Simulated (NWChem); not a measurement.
System: ZnHSF; SMILES [F][Zn][SH]

```xyz
4

Zn    -0.0038     0.3770     0.0000
F     -0.0222     2.0939     0.0000
S     -0.0605    -1.7639     0.0000
H      1.2815    -1.9338     0.0000
```
Atoms are numbered in this order, from 1.

Results from NWChem. Medium grid unless said otherwise, to which SCAN and Minnesota functionals are sensitive. Geometry: optimised at B3LYP/6-31G* (spherical d). Hybrids' shares of exact exchange are those that their runs print; pure functionals count as 0. The functionals differ in more than this share.

```
row               share of exact exchange  orbital gap (eV)
----------------  -----------------------  ----------------
PBE/def2-TZVP                        0.00              4.34
BLYP/def2-TZVP                       0.00              4.19
TPSSh/def2-TZVP                      0.10          withheld
B3LYP/def2-TZVP                      0.20              5.88
B3PW91/def2-TZVP                     0.20              6.11
B97-2/def2-TZVP                      0.21              6.18
PBE0/def2-TZVP                       0.25              6.47
MPW1K/def2-TZVP                      0.43              7.96
MN15/def2-TZVP                       0.44              7.83
```

Problem. Fit a straight line of the last column on the one before it, predict the withheld value, and compare with the run.

Solution. 
1. Means of the 8 shown rows: x = 0.216, y = 6.120. Slope Σ(x − x̄)(y − ȳ)/Σ(x − x̄)² = 1.594/0.1910 = 8.345; intercept 4.315.
2. The shown rows scatter about the line by 0.105 (root mean square); the largest residual is -0.16, at MN15/def2-TZVP.
3. At x = 0.10 (TPSSh/def2-TZVP; inside the shown range) the line gives 5.15.
4. The run gives 5.44, +0.29 from the line, 2.8 times the scatter.
